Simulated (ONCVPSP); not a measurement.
## Configuration tests for Ti (ONCV)

```
Element                 : Ti
Generator               : ONCVPSP 4.0.1
Type                    : optimised norm-conserving Vanderbilt (ONCV)
Functional              : PBE
Relativity              : scalar-relativistic
Frozen core             : [Ne]
Valence charge          : 12
Reference configuration : 3s2 3p6 3d2 4s1 (charge +1)
Partial waves           : 3s+4s: rc 1.55 bohr, ncon 4, nbas 7, qcut 10.2 1/bohr, 2 projectors; 3p: rc 1.75 bohr, ncon 4, nbas 8, qcut 7.2 1/bohr, 2 projectors, debl 0.5 Ha; 3d: rc 2.60 bohr, ncon 5, nbas 9, qcut 5.9 1/bohr, 2 projectors, debl 2.6 Ha
Local potential         : polynomial inside 1.35 bohr (lpopt 3, dvloc0 4 Ha)
Core correction         : Teter function, fcfact 2.75, rcfact 1.8
```

In the p channel the program set the typed energies aside and used -1.696, 0.250 Ha.

Energies are relative to the spin-unpolarised reference configuration 3s2 3p6 3d2 4s1; without spin polarisation the order of configurations can differ from experiment.

| valence configuration | charge | ΔE all-electron (eV) | error AE − PS (meV) |
| --- | --- | --- | --- |
| 3s2 3p6 3d2 4s0 | +2 | 13.572 | -6.5 |
| 3s2 3p6 3d1 4s0 | +3 | 40.520 | +316 |
| 3s2 3p6 3d0 4s0 | +4 | 83.805 | +2033 |

Problem. What are ΔE and the potential's error for 3s2 3p6 3d2 4s2?

Solution. ΔE = -7.347 eV all-electron; the error (AE − PS) is +0.5 meV.
